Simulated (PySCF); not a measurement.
Isomers of C8H15PS, from PySCF 2.14.0, PBE0-D3(BJ)/def2-SVP geometry optimisation, gas phase. One conformer each, no zero-point energy, no frequencies.

Task: Which is lowest in electronic energy at this level?
A. `[CH2:1]=[CH:2][P@:3](=[S:4])([CH:5]([CH3:6])[CH3:7])[CH:8]1[CH2:9][CH2:10]1` with C1–C2–P3–S4 -2°, C2–P3–C5–C6 -171°, C2–P3–C8–C9 37°: A = 1084, B = 869.2, C = 734.5 MHz, dipole 4.45 D
B. `[CH3:1][CH:2]([CH3:3])[CH2:4][P:5]1(=[S:6])[CH2:7][CH:8]=[CH:9][CH2:10]1` with C1–C2–C4–P5 174°, C2–C4–P5–S6 -40°, C4–P5–C7–C8 -89°, P5–C7–C8–C9 -14°, C8–C9–C10–P5 14°, C4–P5–C10–C9 87°: A = 1301, B = 730.3, C = 605.5 MHz, dipole 4.32 D
C. `[CH2:1]=[CH:2][P@@:3](=[S:4])([C:5](=[CH2:6])[CH3:7])[CH:8]([CH3:9])[CH3:10]` with C1–C2–P3–S4 0°, C2–P3–C5–C6 48°, C2–P3–C8–C9 65°: A = 1001, B = 900.1, C = 785.9 MHz, dipole 4.04 D

Result: B. That is `CC(C)CP1(=S)CC=CC1`, 25.2 kcal/mol below the next.

| SMILES | mapped SMILES | E (Eh) | relative (kcal/mol) | relative (kJ/mol) | dipole (D) |
| --- | --- | --- | --- | --- | --- |
| CC(C)CP1(=S)CC=CC1 | [CH3:1][CH:2]([CH3:3])[CH2:4][P:5]1(=[S:6])[CH2:7][CH:8]=[CH:9][CH2:10]1 | -1052.37610 | 0.0 | 0.0 | 4.32 |
| C=C[P@@](=S)(C(=C)C)C(C)C | [CH2:1]=[CH:2][P@@:3](=[S:4])([C:5](=[CH2:6])[CH3:7])[CH:8]([CH3:9])[CH3:10] | -1052.33599 | 25.2 | 105.3 | 4.04 |
| C=C[P@](=S)(C(C)C)C1CC1 | [CH2:1]=[CH:2][P@:3](=[S:4])([CH:5]([CH3:6])[CH3:7])[CH:8]1[CH2:9][CH2:10]1 | -1052.33320 | 26.9 | 112.7 | 4.45 |

As drawn, the highest has a three-membered ring, which the lowest lacks.
